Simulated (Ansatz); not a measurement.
Molecule: sum formula H2SiO2F (charge 0, doublet). It need not be the lowest isomer of its formula. 
Structure (B3LYP-D3(BJ)/def2-TZVP (Ansatz, a program for electronic structure) minimum search):
```
Si
F 1 1.6015
O 1 1.6363 2 105.43
H 3 0.9619 1 117.75 2 -163.97
O 1 1.6456 2 111.15 3 -116.55
H 5 0.9618 1 118.46 2 -70.13
```
Charge 0, spin multiplicity 2.

Wanted: atomisation energy (electronic, to ground-state atoms), in kJ/mol. Correlated levels leave the core frozen unless marked. Open shells are spin-unrestricted. Spin-orbit coupling is left out. No relativistic terms. The coupled-cluster limit lacks core correlation, which all-electron functionals hold. CBS(X,Y): correlation extrapolated as X^-3; Hartree-Fock from the larger set.

| level | program | atomisation energy (kJ/mol) |
|---|---|---|
| HF/6-31G* | Ansatz | 1546.9 |
| PBE0/def2-SVP | Ansatz | 2268.9 |
| PBE0-D3(BJ)/def2-TZVP | Ansatz + dftd3 | 2335.3 |
| PBE0/def2-TZVP | Ansatz | 2327.9 |
| BHLYP-D3(BJ)/def2-TZVPD | Ansatz + dftd3 | 2247.7 |
| MP2/CBS(cc-pV(T+d)Z,cc-pV(Q+d)Z) | Ansatz | 2501.5 |
| CCSD(T)/CBS(cc-pV(T+d)Z,cc-pV(Q+d)Z) | Ansatz | 2398.8 |
